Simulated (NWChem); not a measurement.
System: SeO, triplet; SMILES O=[Se]

NWChem input:

```
start job
memory heap 200 mb stack 900 mb global 1100 mb
geometry units angstroms
  O      0.000000     0.000000    -1.317428
  Se     0.000000     0.000000     0.324451
end
basis spherical
  * library sto-3g
end
dft
  odft
  mult 3
  xc pbe0
  iterations 150
end
driver
  maxiter 120
end
task dft optimize
task dft freq
```

This build's default masses of Se (78.918 u) and Br (79.917 u) are each other's, which moves their modes by up to 0.6 %. No stability test was run on the SCF state.

The level has its own optimisation; frequencies are unscaled.

### Question
Predict the main results of this run. (PBE0/STO-3G, spin-unrestricted.) Quantities: basis functions; r O–Se (Å); highest harmonic frequency (cm⁻¹); zero-point energy (kcal/mol); dipole (D).

### Answer
```yaml
number_of_basis_functions: 23
r O–Se (Å): 1.712
highest harmonic frequency (cm⁻¹): 929
zero-point energy (kcal/mol): 1.3
dipole (D): 0.11
```
